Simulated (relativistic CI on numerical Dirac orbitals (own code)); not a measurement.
# Forbidden transitions in Gd LV

Computed by Dirac-Coulomb-Breit CI, orbitals from a KLI potential per configuration, model QED, unscaled Slater integrals (own radial code, finite nucleus).

Configurations in the expansion (outside the closed core 1s2): 2s2 2p6, 2s2 2p5 3s, 2s2 2p5 3p, 2s2 2p5 3d, 2s 2p6 3s, 2s 2p6 3p, 2s 2p6 3d, 2s2 2p5 4s, 2s2 2p5 4p, 2s2 2p5 4d, 2s2 2p5 4f, 2s2 2p4 3s2, 2s 2p6 4s, 2s 2p6 4p, 2s2 2p4 3s 3p, 2s 2p6 4d, 2s2 2p5 5s, 2s 2p6 4f, 2s2 2p5 5p, 2s2 2p5 5d, 2s2 2p5 5f, 2s2 2p5 5g, 2s2 2p4 3s 3d, 2s2 2p4 3p2, 2s2 2p4 3p 3d, 2s 2p5 3s2, 2s2 2p4 3d2, 2s 2p5 3s 3p, 2s 2p5 3s 3d, 2s 2p5 3p2, 2s 2p6 5s, 2s 2p6 5p, 2s 2p6 5d, 2s 2p5 3p 3d, 2s 2p6 5f, 2s 2p6 5g. Levels of other configurations are missing.

```
λ vac (Å)                  Lower                  Upper  Type   A (s⁻¹)        gf  Branching (%)
   1.2889       2s2 2p6 1S_0 [1]  2s2 2p5 5f 1D_2 [101]    E2  2.15e+12  2.68e-03            3.1
   1.4266       2s2 2p6 1S_0 [1]   2s2 2p5 4f 1D_2 [59]    E2  2.97e+12  4.53e-03            2.2
   1.6063       2s2 2p6 1S_0 [1]    2s 2p6 3d 1D_2 [37]    E2  4.64e+12  8.97e-03           42.2
   1.6175       2s2 2p6 1S_0 [1]    2s 2p6 3d 3D_2 [35]    E2  1.45e+12  2.84e-03           17.2
   1.6946       2s2 2p6 1S_0 [1]  2s2 2p5 3d 3P°_2 [28]    M2  8.46e+09  1.82e-05            7.1
   1.7385       2s2 2p6 1S_0 [1]   2s2 2p5 3p 3D_2 [23]    E2  4.18e+11  9.47e-04           46.2
   1.8780       2s2 2p6 1S_0 [1]  2s2 2p5 3d 1D°_2 [15]    M2  3.40e+10  9.00e-05           27.9
   1.9303       2s2 2p6 1S_0 [1]    2s2 2p5 3p 3P_2 [8]    E2  3.55e+11  9.90e-04           40.7
   1.9926       2s2 2p6 1S_0 [1]    2s2 2p5 3p 3D_2 [5]    E2  3.61e+11  1.07e-03           93.7
   1.9933       2s2 2p6 1S_0 [1]    2s2 2p5 3p 3P_1 [4]    M1  6.25e+09  1.12e-05           20.4
   2.0321       2s2 2p6 1S_0 [1]   2s2 2p5 3s 3P°_2 [2]    M2  1.10e+09  3.40e-06          100.0
   16.469    2s2 2p5 3p 3P_1 [4]   2s2 2p5 3p 3P_0 [21]    M1  3.41e+09  1.39e-04            2.2
   17.141  2s2 2p5 3d 3F°_4 [14]  2s2 2p5 3d 3F°_3 [29]    M1  2.18e+09  6.72e-04            2.4
   17.429    2s2 2p5 3p 3D_2 [5]   2s2 2p5 3p 3D_1 [20]    M1  2.75e+09  3.75e-04            9.4
   17.500   2s2 2p5 3s 1P°_1 [3]  2s2 2p5 3s 3P°_0 [18]    M1  3.30e+09  1.52e-04           65.8
```

Terms are leading LS components. Brackets give the number of a level in order of energy, since labels repeat. The list gives strong lines, with weight on those to low levels, among the lowest 157 of 838 levels, so that lines to higher ones, which can be the strongest, are missing. Levels whose partners in the same complex of configurations lie outside the list can be far off, and so can their lines. Rates are taken at the computed energies, electric ones in the length gauge.

At this charge energies of transitions that change n are usually good to better than 1 %, and those within a shell (Δn = 0) to a few per cent.

LS names give the leading component of a level, which can be under half, so a name can repeat, a term be missing and a line seem to break the LS rules.
